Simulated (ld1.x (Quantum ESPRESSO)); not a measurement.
## Tc (Z = 43) PAW: all-electron and pseudo phase curves

* Element: Tc
* Generator: ld1.x (Quantum ESPRESSO) 7.5
* Type: PAW
* Functional: PBE
* Relativity: fully relativistic
* Frozen core: [Ar] 3d10
* Valence charge: 15
* Reference configuration: 4s2 4p6 4d5 5s2 5p0
* Partial waves: 4s (bound): rcut 1.35, rcutus 1.55 bohr; 5s (bound): rcut 1.35, rcutus 1.55 bohr; 4p (bound): rcut 1.60, rcutus 1.85 bohr; 5p (bound, empty): rcut 1.60, rcutus 1.85 bohr; 4d (bound): rcut 1.25, rcutus 1.40 bohr; 4d channel at -0.15 Ry: rcut 1.25, rcutus 1.40 bohr
* Local potential: all-electron potential smoothed inside 1.35 bohr (lloc = -1)
* Core correction: Bessel-smoothed model core inside 1.15 bohr
* Augmentation charge: BESSEL, radius 1.05 bohr

Open shells are filled in proportion to 2j + 1 (rel_dist='average').

The phase is arctan(r·u′/u) with u = r·R(r), unwrapped; energies in Ry, scanned from -7 to 5 Ry. A pole is an energy at which the radial function vanishes at the test radius. The pseudo phase is shifted by a multiple of π to meet the all-electron one at the reference energy, and phase errors are pseudo minus all-electron; the curves can meet again beyond the range given. Levels narrower than the energy grid can be missing from the lists of poles.

Task: For each channel, where are the poles, and over which energies does the pseudopotential scatter like the atom?

Result:

| channel | radius (bohr) | reference energy (Ry) | poles, all-electron | poles, pseudo | unbroken range about the reference energy with phases within 0.05 rad | phase error 1 Ry above the reference energy (rad) |
| --- | --- | --- | --- | --- | --- | --- |
| s | 2.00 | -0.37 | -5.10 | -5.10 | the whole range | -0.003 |
| p1/2 | 2.00 | -0.11 | -3.00 | -3.00 | below 2.5 | -0.001 |
| p3/2 | 2.00 | -0.10 | -2.72 | -2.72 | the whole range | -0.001 |
| d3/2 | 2.00 | -0.50 | 0.82 | 0.82 | the whole range | -0.000 |
| d5/2 | 2.00 | -0.48 | 0.88 | 0.88 | the whole range | -0.000 |

The ghost test of this file was not conclusive.

Phases in the d5/2 channel:

```json
{"E (Ry)": "-7.00", "all-electron": "1.373", "pseudo": "1.373"}
{"E (Ry)": "-6.74", "all-electron": "1.369", "pseudo": "1.369"}
{"E (Ry)": "-6.48", "all-electron": "1.365", "pseudo": "1.365"}
{"E (Ry)": "-6.22", "all-electron": "1.359", "pseudo": "1.359"}
{"E (Ry)": "-5.96", "all-electron": "1.354", "pseudo": "1.354"}
{"E (Ry)": "-5.70", "all-electron": "1.348", "pseudo": "1.348"}
{"E (Ry)": "-5.44", "all-electron": "1.342", "pseudo": "1.342"}
{"E (Ry)": "-5.18", "all-electron": "1.335", "pseudo": "1.335"}
{"E (Ry)": "-4.92", "all-electron": "1.327", "pseudo": "1.327"}
{"E (Ry)": "-4.66", "all-electron": "1.319", "pseudo": "1.319"}
{"E (Ry)": "-4.40", "all-electron": "1.309", "pseudo": "1.309"}
{"E (Ry)": "-4.14", "all-electron": "1.299", "pseudo": "1.299"}
{"E (Ry)": "-3.88", "all-electron": "1.286", "pseudo": "1.286"}
{"E (Ry)": "-3.62", "all-electron": "1.272", "pseudo": "1.272"}
{"E (Ry)": "-3.36", "all-electron": "1.256", "pseudo": "1.256"}
{"E (Ry)": "-3.10", "all-electron": "1.236", "pseudo": "1.236"}
{"E (Ry)": "-2.84", "all-electron": "1.212", "pseudo": "1.212"}
{"E (Ry)": "-2.58", "all-electron": "1.182", "pseudo": "1.182"}
{"E (Ry)": "-2.32", "all-electron": "1.144", "pseudo": "1.144"}
{"E (Ry)": "-2.06", "all-electron": "1.091", "pseudo": "1.091"}
{"E (Ry)": "-1.80", "all-electron": "1.017", "pseudo": "1.017"}
{"E (Ry)": "-1.54", "all-electron": "0.902", "pseudo": "0.902"}
{"E (Ry)": "-1.28", "all-electron": "0.708", "pseudo": "0.708"}
{"E (Ry)": "-1.02", "all-electron": "0.348", "pseudo": "0.348"}
{"E (Ry)": "-0.76", "all-electron": "-0.247", "pseudo": "-0.247"}
{"E (Ry)": "-0.50", "all-electron": "-0.812", "pseudo": "-0.812"}
{"E (Ry)": "-0.24", "all-electron": "-1.141", "pseudo": "-1.141"}
{"E (Ry)": "0.02", "all-electron": "-1.321", "pseudo": "-1.321"}
{"E (Ry)": "0.28", "all-electron": "-1.430", "pseudo": "-1.430"}
{"E (Ry)": "0.54", "all-electron": "-1.504", "pseudo": "-1.504"}
{"E (Ry)": "0.80", "all-electron": "-1.558", "pseudo": "-1.558"}
{"E (Ry)": "1.06", "all-electron": "-1.600", "pseudo": "-1.600"}
{"E (Ry)": "1.32", "all-electron": "-1.635", "pseudo": "-1.635"}
{"E (Ry)": "1.58", "all-electron": "-1.666", "pseudo": "-1.666"}
{"E (Ry)": "1.84", "all-electron": "-1.694", "pseudo": "-1.695"}
{"E (Ry)": "2.10", "all-electron": "-1.721", "pseudo": "-1.722"}
{"E (Ry)": "2.36", "all-electron": "-1.748", "pseudo": "-1.748"}
{"E (Ry)": "2.62", "all-electron": "-1.775", "pseudo": "-1.775"}
{"E (Ry)": "2.88", "all-electron": "-1.804", "pseudo": "-1.804"}
{"E (Ry)": "3.14", "all-electron": "-1.835", "pseudo": "-1.836"}
{"E (Ry)": "3.40", "all-electron": "-1.871", "pseudo": "-1.872"}
{"E (Ry)": "3.66", "all-electron": "-1.912", "pseudo": "-1.913"}
{"E (Ry)": "3.92", "all-electron": "-1.961", "pseudo": "-1.963"}
{"E (Ry)": "4.18", "all-electron": "-2.022", "pseudo": "-2.025"}
{"E (Ry)": "4.44", "all-electron": "-2.101", "pseudo": "-2.104"}
{"E (Ry)": "4.70", "all-electron": "-2.205", "pseudo": "-2.211"}
{"E (Ry)": "4.96", "all-electron": "-2.350", "pseudo": "-2.360"}
```
